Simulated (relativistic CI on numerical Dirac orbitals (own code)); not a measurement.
**d1 to d9 in one tetrahedral field**

Computed with a parametric ligand-field model without spin-orbit coupling, by exact diagonalisation: B = 870, C = 4050, 10Dq = -7700 cm⁻¹ (Td; |10Dq|/B = 8.9) for every shell. Energies in cm⁻¹; the field energy is (0.6 n_e − 0.4 n_t2) × 10Dq of the ground term; g labels are left out.

```csv
Shell,Ground term,Electrons in e,Field energy,First spin-allowed bands,Lowest term of other spin
d1,2E,1.000,-4620,2T2 7700,
d2,3A2,2.000,-9240,"3T2 7700, 3T1 12855",1E 14520
d3,4T1,1.915,-5505,"4T2 6681, 4A2 14381",2E 10855
d4,5T2,2.000,-3080,5E 7700,3T1 14430
d5,6A1,2.000,0,none,4T1 23933
d6,5E,3.000,-4620,5T2 7700,3T1 15026
d7,4A2,4.000,-9240,"4T2 7700, 4T1 12855",2E 17903
d8,3T1,3.915,-5505,"3T2 6681, 3A2 14381",1T2 13772
d9,2T2,4.000,-3080,2E 7700,
```

Every shell keeps the spin of the free ion. Tetrahedral fields of 3d complexes are almost always too weak to pair spins. High-spin d^(n+5) repeats the spin-allowed bands of d^n, since the half-filled shell is spherical.
